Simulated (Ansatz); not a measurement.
A made-up structure of InBNH₅, singlet:

B1  (1.670, 0.371, -0.876)
In2  (-0.339, 0.661, 0.065)
N3  (-1.307, -0.938, 0.816)
H4  (2.679, 0.423, -0.236)
H5  (1.793, 0.177, -2.051)
H6  (-1.280, 2.085, 0.307)
H7  (-0.986, -1.890, 0.762)
H8  (0.505, 2.147, 0.330)
(Å)

It is relaxed with PBE-D4/def2-SVP and then PBE0-D4/def2-TZVP (Ansatz 0.2.0). Atoms count as bonded within 1.22 times the sum of their covalent radii (H–H: 0.88 Å). The end point is not checked to be a true minimum.

(1) Does its bonding change? (A judgement: the text doesn't fix the answer.)

## Answers

(1) The calculation gives: Yes. Formed: B1–N3, B1–H8; broken: none.

Where it ends: The first stage lowers the energy by 5.31 eV in 24 steps. It ends as InBNH₅ ([H]1[BH2]2[NH][InH]12):
```xyz
8
angstrom
B 1.1729 0.0712 -0.5192
In -0.8437 1.1364 0.4061
N -0.1518 -0.6194 -0.0480
H 2.1051 0.0663 0.2550
H 1.4561 -0.1213 -1.6802
H -1.7072 2.5192 0.7262
H -0.1392 -1.4224 0.5607
H 0.8428 1.4052 -0.5850
```

Labels in which every atom is bracketed show which atoms are joined, not bond orders.

For scale, one of the runs: PBE0-D4/def2-TZVP relaxation, 142 basis functions, launched by `ansatz run in.yaml --threads 2 --pin off --events-out ev --progress --plain --max-ram 4352MiB`. Hardware: 2 CPU threads of an Arm Neoverse V1, shared host. Wall time about 29 s.
